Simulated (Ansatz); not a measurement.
Cost and result for the atomization energy of C2H8BNO, SMILES `COB(C)N` (13 atoms, 12 bonds).

```xyz
13

C     0.1032    1.8090    0.5659
O    -0.3996    0.5647    0.9766
B    -0.2395   -0.5645    0.2081
C     0.5114   -0.5493   -1.1784
N    -0.7909   -1.7441    0.7370
H     1.1922    1.7905    0.4486
H    -0.3399    2.1358   -0.3812
H    -0.1472    2.5429    1.3336
H     0.5463   -1.5325   -1.6516
H     1.5431   -0.1998   -1.0671
H     0.0313    0.1386   -1.8821
H    -0.7390   -2.6300    0.2710
H    -1.2715   -1.7612    1.6196
```

Charge 0, multiplicity 1. The structure was optimised at the PBE0-D4/def2-TZVP level. It is one conformer, not always the lowest. Program: Ansatz. All runs use 4 threads of an Intel Xeon Platinum 8488C on a shared host. Times are those of one run each, without the atoms' runs, and a repeat can differ threefold. Electronic energies, without spin–orbit coupling; frozen cores. CCSD(T)/CBS adds CCSD(T) − MP2 in def2-TZVPP to the MP2 limit, and its time is that of the two runs behind it. T1 = 0.011. B3LYP takes the VWN-RPA correlation (the form of Gaussian; ORCA's B3LYP/G). HSE06 is the plane-wave form, built on full-range PBE exchange.

CCSD(T)/CBS is a level of theory with its own doubt, some kJ/mol a heavy atom from the limit and from the frozen cores, so smaller differences don't rank the functionals.

| level | functions | wall time | atomization (kJ/mol) | difference from CCSD(T)/CBS | per bond |
| --- | --- | --- | --- | --- | --- |
| LDA (SPW92)/def2-TZVPP | 267 | 0.95 s | 5891.4 | 736.4 | 61.4 |
| revPBE-D4/def2-TZVPP | 267 | 1.4 s | 5139.7 | -15.3 | -1.3 |
| PBE-D4/def2-TZVPP (with forces) | 267 | 1.8 s | 5267.8 | 112.8 | 9.4 |
| HSE06-D4/def2-TZVPP | 267 | 2.1 s | 5184.5 | 29.5 | 2.5 |
| B3LYP-D4/def2-TZVPP (with forces) | 267 | 3 s | 5183.0 | 28.0 | 2.3 |
| B2PLYP/def2-TZVPP | 267 | 4 s | 5126.2 | -28.8 | -2.4 |
| CCSD(T)/def2-SVP | 110 | 4.3 s | 4918.2 | -236.8 | -19.7 |
| B97M-V/def2-TZVPP | 267 | 4.7 s | 5174.0 | 19.0 | 1.6 |
| ωB97X-V/def2-TZVPP | 267 | 5 s | 5171.7 | 16.7 | 1.4 |
| ωB97M-V/def2-TZVPP (with forces) | 267 | 7 s | 5187.6 | 32.6 | 2.7 |
| MP2/def2-QZVPP | 525 | 20 s | 5178.2 | 23.2 | 1.9 |
| CCSD(T)/def2-TZVPP | 267 | 120 s | 5031.0 | -124.0 | -10.3 |
| CCSD(T)/CBS(def2) | – | 2.3 min | 5155.0 | 0.0 | 0.0 |

In def2-TZVPP, CCSD(T) changes the Hartree–Fock value by +1214.0 kJ/mol (the triples alone add +65.4 kJ/mol) and MP2 by +1287.8 kJ/mol; breaking electron pairs costs correlation energy, which Hartree–Fock lacks. The D4 term adds +32.9 kJ/mol with B3LYP and +17.4 kJ/mol with PBE0; it sums over pairs of atoms, weighted by their polarisabilities, and B3LYP, whose exchange is more repulsive, gets the larger term. From r2SCAN to r2SCAN0 (25 % exact exchange), in def2-TZVPP and without D4, the atomization energy moves by −69.8 kJ/mol: exact exchange takes away binding that semilocal exchange gives to molecules.
